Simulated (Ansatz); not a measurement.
Job for Ansatz (a first-principles code): R-B3LYP/def2-TZVPP on C2H6FIn (SMILES C[CH2][InH][F]), a point of a torsion scan. Elements past Kr take the def2 small-core potentials; no spin–orbit coupling.

Ansatz 0.2 input:
```yaml
crystal:
  periodic: [false, false, false]
  atoms:
    - {symbol: C, position_ang: [-0.96648042, 0.18756950, -0.65619230]}
    - {symbol: C, position_ang: [-0.67008321, -0.22239366, 0.77141559]}
    - {symbol: In, position_ang: [1.52675320, -0.73247356, 0.92118051]}
    - {symbol: F, position_ang: [2.17901076, -1.42798408, -0.80989022]}
    - {symbol: H, position_ang: [-0.59851732, -0.56912094, -1.35344658]}
    - {symbol: H, position_ang: [-2.04091419, 0.29516621, -0.80919305]}
    - {symbol: H, position_ang: [-0.48731722, 1.13729908, -0.89881888]}
    - {symbol: H, position_ang: [-0.88131883, 0.56630352, 1.49060861]}
    - {symbol: H, position_ang: [-1.20575131, -1.12843262, 1.05255879]}
    - {symbol: H, position_ang: [2.86646161, -0.77005053, 2.03972183]}
basis:
  gaussian:
    orbitals: def2-TZVPP
hamiltonian:
  xc: {name: B3LYP}
scf: {lower_state_search: off}
```

It printed:

```
WARN ansatz: RAYON_NUM_THREADS=1 ignored (pool sized by the plan → 1); use --threads N
Functional definition: B3LYP
these checks for a lower state are left out or cut short: stability, starts, cluster_reference, orbital_swaps, neighbouring_geometries, increment
integrals: 0.14 GiB planned
1335 factors; their error is unknown
mean field: 1.24 GiB planned
mean field evaluation 1: about -10053.6185 eV, gradient 8.0e1 eV
mean field evaluation 2: about -10011.6617 eV, gradient 1.6e2 eV
mean field evaluation 4: about -10066.8636 eV, gradient 1.5e1 eV
mean field evaluation 8: about -10067.2740 eV, gradient 3.1e-1 eV
mean field evaluation 16: about -10067.3048 eV, gradient 1.2e-4 eV
mean field -10067.30480545 eV, -369.9666277359 hartree, gradient 1.7e-6 eV, S^2 0.000000; 0 other end points of the search recorded, 0 dependent functions left out
reference -10067.30511584 eV, -369.9666391428 hartree; 24, 24 occupied and 203, 203 virtual orbitals, 1335 factors
Total energy: -10067.30511584 eV, -369.9666391428 hartree
Checks for a lower state left out: stability, starts, cluster_reference, orbital_swaps, neighbouring_geometries, increment
```

The run converged.

Cost: roughly 4 core-seconds.
